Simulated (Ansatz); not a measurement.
Mulliken charges of CH3ClFNOSi, SMILES `NC(=O)[SiH](F)Cl` from ωB97M-V/def2-TZVPP in Ansatz (PBE0-D4/def2-TZVP geometry).

| atom | x (Å) | y (Å) | z (Å) | charge (e) |
| --- | --- | --- | --- | --- |
| N1 | -0.235 | -1.465 | 0.552 | -0.203 |
| C2 | 0.310 | -0.240 | 0.694 | 0.139 |
| O3 | 0.916 | 0.128 | 1.683 | -0.343 |
| Si4 | 0.140 | 1.021 | -0.721 | 0.614 |
| F5 | -0.407 | 0.277 | -2.025 | -0.305 |
| Cl6 | -1.206 | 2.444 | -0.184 | -0.180 |
| H7 | -0.713 | -1.730 | -0.291 | 0.150 |
| H8 | -0.151 | -2.134 | 1.302 | 0.148 |
| H9 | 1.434 | 1.653 | -1.028 | -0.020 |

By hand: the dipole of these point charges (1 e Å = 4.8032 D).

Σ q r = (0.046, -0.286, -0.215) e Å, of length 0.361 e Å = 1.73 D.

How does the dipole of the full density compare? (Best estimate.)

Computed: (-0.182, -0.503, -0.291) e Å, 2.92 D; the point charges give 0.59 times that, at 26° from its direction.

Point charges leave out the atoms' own dipoles, such as those of lone pairs, and Mulliken's split depends on the basis, so the two needn't agree.
